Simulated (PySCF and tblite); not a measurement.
The numbers below are computed, except where a source is named.
C6H4OS3, numbered as in [OH:1][c:2]1[cH:3][c:4]2[cH:5][c:6]([SH:7])[s:8][c:9]2[s:10]1.

Conformers came from 90 starts (ETKDG and KDG, MMFF94s, GFN2-xTB); geometries are GFN2-xTB. Weights use PBE0-D3(BJ)/pcSseg-1 energies plus GFN2-xTB zero-point and thermal terms (modes under about 100 cm⁻¹ blended into free rotors). Symmetry numbers and mirror images are counted. Conformers within 2.5 kcal/mol (GFN2-xTB free energy) were kept, 4 at most. GIAO shieldings: PBE0/pcSseg-1. Shifts are against TMS (¹H), TMS (¹³C) at the same level. Codes: tblite and PySCF.

Problem. What shifts does this protocol give at 298.15 K under fast conformational exchange?

Solution. ¹H: 6.80 (H5, 1H), 6.22 (H3, 1H) ppm. ¹³C: 173.8 (C2), 146.5 (C4), 142.8 (C6), 129.1 (C9), 120.4 (C5), 99.0 (C3) ppm.

Problem. How do the conformers differ?

Solution. Torsions listed: H1–O1–C2–S10, S8–C6–S7–H7.
```csv
conformer,shape,weight %
1,"180°, 0°",58.6
2,"180°, 180°",23.4
3,"0°, 0°",12.5
4,"0°, 180°",5.5
```

| signal | 1 | 2 | 3 | 4 | average |
| --- | --- | --- | --- | --- | --- |
| H3 | 6.18 | 6.14 | 6.45 | 6.42 | 6.22 |
| H5 | 6.81 | 6.72 | 6.87 | 6.78 | 6.80 |
| C2 | 174.5 | 174.4 | 170.9 | 171.0 | 173.8 |
| C3 | 98.8 | 98.4 | 100.9 | 100.5 | 99.0 |
| C4 | 146.5 | 145.2 | 148.7 | 147.4 | 146.5 |
| C5 | 120.2 | 120.2 | 121.0 | 120.9 | 120.4 |
| C6 | 141.7 | 145.1 | 141.9 | 145.4 | 142.8 |
| C9 | 129.0 | 132.1 | 124.4 | 127.4 | 129.1 |

The minima are those of GFN2-xTB; planar forms about aryl–S or allylic bonds may be saddles in DFT. Other tautomers (keto forms of OH, thione forms of SH) aren't considered and may dominate. H on N, O and S are left out: they exchange, and hydrogen bonds move them by several ppm. Shifts are unscaled: against experiment ¹³C can be off by 15 ppm or more and ¹H by 0.8 ppm.
